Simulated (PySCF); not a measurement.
# HfOBr: from structure and modes to constants

Computed with UPBE0 in PySCF with Hf def2-TZVP with ECP60, O def2-TZVP, Br def2-TZVP; scalar-relativistic core potentials, no spin–orbit coupling; density-fitted integrals.

The doublet minimum has Cs symmetry. Masses (u): Hf 179.94655, O 15.99492, Br 78.91834.

```xyz
3
charge 0 multiplicity 2, angstrom
Hf   -0.5104    0.0000   -0.4653
O    -1.9438    0.0000    0.5119
Br    1.5579    0.0000    0.9574
```

Harmonic wavenumbers (cm⁻¹): 152.1 (a', ×1), 251.1 (a', ×1), 966.4 (a', ×1).

Problem. Find the principal moments of inertia and the rotational constants. What kind of rotor is it?

Solution. About the centre of mass I = 36.012, 378.31, 414.32 u Å². With B = 16.8576/I this gives 0.4681, 0.04456, 0.04069 cm⁻¹. The molecule is an asymmetric top with κ = -0.98.

Problem. What is the harmonic zero-point energy?

Solution. Half the sum of all 3 wavenumbers, 1370/2 = 685 cm⁻¹, which is 8.2 kJ/mol (1 cm⁻¹ = 0.0119627 kJ/mol).

Problem. Give the standard entropy (298.15 K, 1 bar) by its translational, rotational, vibrational and spin parts, and Cp.

Solution. Sackur–Tetrode with M = 274.86 u gives 178.9; rotation with symmetry number 1 gives 113.2; vibration 18.7; spin R ln 2 = 5.8. The total is 316.5 J/(mol K), and Cp = 4 R + 17.1 = 50.3 J/(mol K).

Only a few start shapes were tried, so a lower isomer may exist. With open d or f shells other occupations or spin states may lie lower. Spin–orbit coupling, left out here, can matter for elements this heavy.
